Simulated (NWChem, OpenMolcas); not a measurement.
# How basis sets differ on C2H5NSi (SMILES C[SiH2]C#N)

The species is C2H5NSi (9 atoms), meant as a singlet with charge 0. SMILES: `C[SiH2]C#N`. The shape is that of a PBE0-D4/def2-TZVP optimisation.

Each level gives the dipole moment (D). The values are calculated.

```
               level          kind     program  value (D)  CPU time
   HF/ANO-R0 (sfX2C)  Hartree–Fock  OpenMolcas       2.21     1.8 s
HF/ANO-RCC-MB (DKH2)  Hartree–Fock  OpenMolcas       3.54       2 s
 HF/ANO-XS-MB (DKH2)  Hartree–Fock  OpenMolcas       2.84     3.2 s
           HF/STO-3G  Hartree–Fock      NWChem       3.60     2.7 s
            HF/3-21G  Hartree–Fock      NWChem       3.81     2.4 s
          HF/cc-pVDZ  Hartree–Fock  OpenMolcas       4.00      19 s
```

The values span 2.21 to 4.00 D. Magnitudes only. Sets without polarisation functions give poor dipoles. Times are those of the runs behind each value, whatever else they computed, on shared processors of several kinds: orders of magnitude only.
